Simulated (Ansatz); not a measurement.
## Which level was it?

BBr2Cl: 4 atoms, total charge 0, spin state singlet. SMILES: `ClB(Br)Br`. The coordinates come from a PBE0-D4/def2-TZVP relaxation.

```xyz
4

Cl   -0.2033   -1.6449    0.6335
B    -0.0048   -0.0390    0.0150
Br    1.2835    1.1237    0.7856
Br   -1.0754    0.5603   -1.4343
```

A calculation with Ansatz 0.2.0 gave:

```
total energy  : -5630.1862 Eh
HOMO energy   : -7.14 eV
LUMO energy   : -2.81 eV
HOMO–LUMO gap : 4.33 eV
```

Problem. Which of these levels gave the numbers?
A. PBE/cc-pVTZ
B. RPA@PBE/cc-pVDZ
C. RPA@PBE/cc-pVTZ
D. PBE/aug-cc-pVDZ

Solution. C. The others give -5632.5917 Eh (PBE/cc-pVTZ), -5632.4317 Eh (PBE/aug-cc-pVDZ), -5629.7417 Eh (RPA@PBE/cc-pVDZ).
